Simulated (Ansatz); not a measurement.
`[F][SbH][SH]`. The species carries charge 0 and has multiplicity 1. Sb takes the def2 core potential.

**Question.** List the harmonic frequencies (cm⁻¹, unscaled) at PBE0-D4/def2-TZVP in Ansatz. (Best estimate.)

**Answer.** Ansatz gave: 157, 242, 358, 588, 603, 683, 715, 1941, 2722.

**Question.** Is this a minimum?

**Answer.** Yes, all 9 modes are real.

**Question.** Give the ideal-gas thermochemistry at 298.15 K and 1 bar (rigid rotor, harmonic oscillator; point group C1, symmetry number 1).

**Answer.** Zero-point energy 47.9 kJ/mol; H(298) − E = 63.2 kJ/mol; entropy 312.1 J/(mol·K), of which translation 173.3, rotation 109.4, vibration 29.4; G(298) − E = -29.9 kJ/mol.

**Question.** Rotational constants (cm⁻¹)?

**Answer.** 0.2823, 0.09762, 0.0754.
